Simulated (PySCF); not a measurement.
# MgTe: energy against distance

Set-up: Mg def2-SVP, Te def2-SVP with ECP28; scalar-relativistic core potentials (PySCF 2.14). Energies in eV from Mg + Te in their ground configurations at the same level. State: ¹Σ⁺ (singlet), closed shell.

All columns are PBE0. A positive dipole means Mg(−)Te(+).

```tsv
R (Å)	E (eV)	μ (D)	Mulliken charge on Mg (basis-dependent)	HOMO (eV)	LUMO (eV)	Mayer bond order	⟨S²⟩
2.130	-0.573	-6.16	0.29	-5.78	-3.30	2.35	0.00
2.229	-1.065	-6.38	0.27	-5.65	-3.43	2.30	0.00
2.328	-1.332	-6.56	0.27	-5.55	-3.55	2.24	0.00
2.403	-1.425	-6.67	0.27	-5.48	-3.63	2.18	0.00
2.477	-1.448	-6.77	0.28	-5.42	-3.71	2.11	0.00
2.551	-1.418	-6.85	0.29	-5.37	-3.78	2.05	0.00
2.650	-1.320	-6.92	0.30	-5.31	-3.86	1.95	0.00
2.774	-1.136	-6.98	0.31	-5.26	-3.94	1.82	0.00
2.923	-0.870	-7.00	0.32	-5.22	-4.03	1.65	0.00
3.121	-0.497	-6.94	0.33	-5.19	-4.12	1.43	0.00
```

A fit through these points gives, at Re = 2.469 Å, μ = -6.76 D and dμ/dR = -1.19 D/Å; the reduced mass is 20.25 u.

Question: How strong is the fundamental in the double-harmonic approximation, I = 42.26·(dμ/dR)²/μred km/mol?

Answer: I = 42.26·(-1.19)²/20.25 = 2.96 km/mol at PBE0.

These are scalar-relativistic numbers at best; spin–orbit coupling would shift them, the dissociation energy most.
